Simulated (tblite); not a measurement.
A geometry optimisation, step by step.

Compound: C₅H₁₂AsBO.
SMILES with atom numbers: `[BH2:1][AsH:2][CH2:3]/[CH:4]=[C:5](/[CH3:6])[O:7][CH3:8]` (hydrogens: H9, H10 on B1; H11 on As2; H12, H13 on C3; H14 on C4; H15, H16, H17 on C6; H18, H19, H20 on C8)

Computed with GFN2-xTB (tblite), gas phase: L-BFGS steps from a force-field or distance-geometry start until the largest atomic force falls under 0.01 eV/Å. 6 of its 245 geometries are shown.

Step 0: E = -663.6264 eV, largest atomic force 2.626 eV/Å
```
atom  x, y, z in Å  |  force x, y, z in eV/Å
B1      3.811   -0.736    0.085   -0.491   0.302  -0.820
As2     2.137   -1.804   -0.399    1.362  -2.139   0.683
C3      0.647   -1.027    0.600   -0.790   0.870   0.521
C4      0.306    0.360    0.134    0.881  -1.219   0.814
C5     -0.879    0.678   -0.343   -0.382   0.454   0.025
C6     -1.064    2.107   -0.767   -0.754   0.909   1.028
O7     -1.903   -0.242   -0.483    0.266  -0.366  -1.507
C8     -2.844   -0.536    0.505   -0.033  -0.157   0.546
H9      4.165    0.162   -0.591    0.153  -0.124   0.027
H10     4.555   -1.136    0.902   -0.382   0.107   0.094
H11     1.890   -1.852   -1.931   -0.194   1.165   0.321
H12    -0.241   -1.688    0.495    0.549   0.348   0.083
H13     0.935   -0.975    1.692   -0.031  -0.291  -0.952
H14     1.095    1.104    0.228   -0.214  -0.142  -0.176
H15    -1.150    2.696    0.193    0.091  -0.236  -0.880
H16    -2.011    2.265   -1.290    0.366  -0.081  -0.182
H17    -0.198    2.508   -1.315   -0.551  -0.318   0.089
H18    -3.554   -1.327    0.118    0.806   1.006   0.177
H19    -2.338   -0.944    1.404   -0.305   0.166  -0.120
H20    -3.365    0.394    0.759   -0.347  -0.253   0.229
```

Step 49: E = -664.7726 eV, largest atomic force 0.082 eV/Å
```
atom  x, y, z in Å  |  force x, y, z in eV/Å
B1      3.580   -0.680   -0.085    0.021  -0.054   0.002
As2     2.140   -1.930   -0.601    0.002   0.012   0.020
C3      0.739   -1.194    0.647   -0.008   0.025   0.018
C4      0.405    0.204    0.287    0.039  -0.035   0.014
C5     -0.746    0.582   -0.265   -0.019  -0.048   0.035
C6     -1.067    1.991   -0.683   -0.011   0.001  -0.007
O7     -1.735   -0.362   -0.515   -0.026  -0.040  -0.049
C8     -2.766   -0.383    0.446   -0.008   0.014   0.019
H9      4.331   -0.211   -0.850    0.010   0.014  -0.030
H10     3.788   -0.505    1.058    0.013   0.041  -0.015
H11     1.692   -1.202   -1.838   -0.021   0.000   0.029
H12    -0.148   -1.829    0.615    0.041   0.043  -0.019
H13     1.186   -1.251    1.645   -0.053   0.000  -0.023
H14     1.183    0.945    0.439   -0.013  -0.007  -0.026
H15    -1.276    2.630    0.173    0.009   0.008   0.076
H16    -1.941    1.985   -1.327   -0.056  -0.016  -0.041
H17    -0.238    2.425   -1.236    0.064   0.014   0.019
H18    -3.486   -1.130    0.117    0.030  -0.006  -0.016
H19    -2.375   -0.660    1.431   -0.008  -0.028   0.049
H20    -3.268    0.585    0.536   -0.006   0.061  -0.055
```

Step 98: E = -664.8576 eV, largest atomic force 0.090 eV/Å
```
atom  x, y, z in Å  |  force x, y, z in eV/Å
B1      3.633   -0.553   -0.376   -0.051  -0.060  -0.024
As2     2.340   -2.049   -0.445    0.081   0.027  -0.028
C3      0.922   -1.266    0.734    0.008   0.010  -0.010
C4      0.527    0.115    0.361   -0.047   0.021   0.010
C5     -0.706    0.470   -0.001   -0.040  -0.002  -0.006
C6     -1.084    1.882   -0.349    0.036  -0.012  -0.012
O7     -1.669   -0.509   -0.129    0.005   0.001  -0.013
C8     -2.993   -0.179    0.213    0.005  -0.020   0.031
H9      4.319   -0.298   -1.288    0.025   0.028  -0.038
H10     3.819    0.030    0.623    0.040  -0.002   0.040
H11     1.752   -1.668   -1.776   -0.049   0.017   0.025
H12     0.048   -1.916    0.732   -0.032  -0.004   0.004
H13     1.359   -1.281    1.739    0.015   0.031   0.021
H14     1.298    0.875    0.372    0.000  -0.052   0.046
H15    -1.729    2.326    0.408   -0.015  -0.039   0.012
H16    -1.608    1.899   -1.305    0.004   0.050  -0.014
H17    -0.190    2.491   -0.427    0.034   0.013  -0.023
H18    -3.591   -1.050   -0.053   -0.005   0.008   0.001
H19    -3.085   -0.001    1.292   -0.016   0.039  -0.012
H20    -3.368    0.694   -0.329    0.001  -0.053  -0.013
```

Step 146: E = -664.9055 eV, largest atomic force 0.075 eV/Å
```
atom  x, y, z in Å  |  force x, y, z in eV/Å
B1      3.530   -0.577   -0.554   -0.015   0.031   0.035
As2     2.167   -2.006   -0.555   -0.043  -0.008  -0.023
C3      0.990   -1.253    0.892    0.001   0.030   0.009
C4      0.570    0.131    0.573   -0.018   0.027  -0.005
C5     -0.661    0.464    0.178    0.005  -0.022  -0.043
C6     -1.045    1.859   -0.221    0.030  -0.028  -0.011
O7     -1.598   -0.543    0.081   -0.030   0.020   0.012
C8     -2.956   -0.195    0.004   -0.019  -0.028  -0.036
H9      3.970   -0.135   -1.544    0.042   0.009  -0.020
H10     4.004   -0.216    0.461   -0.022  -0.032  -0.064
H11     1.364   -1.488   -1.723    0.031  -0.012   0.066
H12     0.116   -1.891    1.018    0.006  -0.022   0.012
H13     1.588   -1.279    1.807    0.011  -0.016   0.022
H14     1.335    0.894    0.610   -0.014   0.020  -0.006
H15    -1.844    2.255    0.407    0.020  -0.005  -0.002
H16    -1.384    1.874   -1.258   -0.006   0.010   0.040
H17    -0.179    2.509   -0.135   -0.013   0.015   0.018
H18    -3.502   -1.138    0.005    0.013  -0.015  -0.012
H19    -3.280    0.398    0.867    0.030   0.013  -0.006
H20    -3.190    0.347   -0.917   -0.009   0.015   0.014
```

Step 195: E = -664.9484 eV, largest atomic force 0.029 eV/Å
```
atom  x, y, z in Å  |  force x, y, z in eV/Å
B1      3.199   -0.817   -0.953    0.004   0.009   0.013
As2     1.708   -2.010   -0.461    0.005  -0.005  -0.004
C3      1.077   -1.062    1.198   -0.022   0.008   0.005
C4      0.615    0.323    0.930    0.006  -0.006   0.000
C5     -0.575    0.571    0.378   -0.013   0.005   0.007
C6     -1.103    1.949    0.120    0.014   0.021  -0.009
O7     -1.341   -0.529    0.059    0.006  -0.017  -0.013
C8     -2.607   -0.346   -0.515   -0.009   0.009   0.001
H9      3.472   -0.589   -2.070   -0.009   0.005   0.000
H10     3.932   -0.415   -0.128    0.001  -0.001  -0.013
H11     0.719   -1.428   -1.421   -0.011   0.002   0.003
H12     0.258   -1.651    1.617    0.026   0.009   0.008
H13     1.914   -1.069    1.900   -0.010  -0.007   0.003
H14     1.270    1.145    1.171    0.002   0.001  -0.001
H15    -1.978    2.153    0.739   -0.003  -0.001  -0.003
H16    -1.388    2.078   -0.923    0.001  -0.013  -0.013
H17    -0.338    2.682    0.360    0.008  -0.013   0.011
H18    -3.043   -1.342   -0.585    0.000  -0.003  -0.014
H19    -3.256    0.284    0.101    0.003  -0.005   0.013
H20    -2.542    0.084   -1.521    0.002   0.003   0.005
```

Step 244: E = -664.9590 eV, largest atomic force 0.009 eV/Å
```
atom  x, y, z in Å  |  force x, y, z in eV/Å
B1      3.104   -0.723   -0.965    0.002   0.000   0.001
As2     1.756   -2.041   -0.384    0.003   0.000  -0.003
C3      1.060   -1.088    1.244   -0.003  -0.004  -0.002
C4      0.616    0.299    0.958    0.005  -0.004   0.001
C5     -0.531    0.561    0.329    0.001  -0.003  -0.001
C6     -1.018    1.944    0.024    0.001   0.001   0.000
O7     -1.266   -0.529   -0.090   -0.001  -0.007  -0.001
C8     -2.604   -0.344   -0.468    0.000   0.003  -0.001
H9      3.323   -0.520   -2.099   -0.004   0.003   0.001
H10     3.812   -0.210   -0.182    0.000   0.005   0.000
H11     0.694   -1.611   -1.343   -0.003  -0.004   0.005
H12     0.223   -1.678    1.627   -0.002   0.002   0.001
H13     1.863   -1.099    1.984   -0.001   0.003   0.000
H14     1.261    1.116    1.241    0.002   0.002   0.001
H15    -1.991    2.132    0.479   -0.002   0.006   0.007
H16    -1.113    2.093   -1.053   -0.001  -0.002   0.000
H17    -0.310    2.670    0.412    0.004   0.000  -0.005
H18    -2.975   -1.333   -0.732   -0.001   0.002   0.003
H19    -3.207    0.055    0.356    0.000  -0.004  -0.005
H20    -2.703    0.315   -1.337    0.001   0.001  -0.001
```

Task: Summarise the path.

Result: The energy falls by 30.73 kcal/mol from step 0 to step 244; nine tenths of that is first reached at step 81. It falls at every step. The largest force goes from 2.626 to 0.009 eV/Å. Among the bonds B1–As2 changes most, from 2.044 to 1.973 Å; the atoms move by 1.231 Å rms after alignment.

Task: Follow the three bonds and two angles with the largest change from start to end.

Result: 
```
step  E above end (kcal/mol)  largest force (eV/Å)  B1–As2 (Å)  As2–H11 (Å)  As2–C3 (Å)  B1–As2–H11 (°)  C3–As2–H11 (°)
   0                   30.73                 2.626       2.044        1.552       1.954           112.3           113.3
  11                    9.89                 0.367       1.998        1.500       2.034            97.3            94.6
  21                    7.26                 0.245       1.992        1.516       2.031            95.7            94.7
  32                    5.14                 0.157       1.972        1.504       2.008            98.1            95.1
  42                    4.54                 0.107       1.979        1.506       2.015            98.5            96.0
  53                    4.18                 0.105       1.974        1.503       2.015            96.4            97.2
  64                    3.90                 0.091       1.973        1.500       2.006            95.5            95.5
  74                    3.42                 0.093       1.975        1.501       2.009            97.4            95.6
  85                    2.92                 0.082       1.972        1.500       2.013            96.4            97.3
  95                    2.45                 0.112       1.973        1.500       2.007            95.8            98.1
 106                    2.09                 0.072       1.973        1.501       2.006            97.8            97.3
 117                    1.63                 0.109       1.972        1.507       2.009            96.8            97.3
 127                    1.43                 0.044       1.976        1.504       2.012            96.6            96.7
 138                    1.31                 0.038       1.976        1.504       2.013            96.8            96.4
 149                    1.16                 0.107       1.976        1.507       2.014            97.2            96.5
 159                    0.91                 0.049       1.974        1.504       2.018            97.1            96.0
 170                    0.58                 0.132       1.974        1.500       2.018            96.5            97.3
 180                    0.33                 0.039       1.973        1.496       2.013            95.9            97.5
 191                    0.26                 0.030       1.973        1.498       2.013            96.1            98.0
 202                    0.23                 0.023       1.972        1.497       2.012            95.9            97.8
 212                    0.10                 0.045       1.973        1.495       2.010            95.9            97.7
 223                    0.03                 0.019       1.973        1.494       2.012            96.2            97.7
 233                    0.01                 0.021       1.971        1.494       2.011            96.3            97.7
 244                    0.00                 0.009       1.973        1.494       2.011            96.0            97.9
```

The cost below is that of the whole relaxation. Time: 1.7 s wall. Hardware: one thread, Arm Neoverse V2 (aarch64), on a shared host.
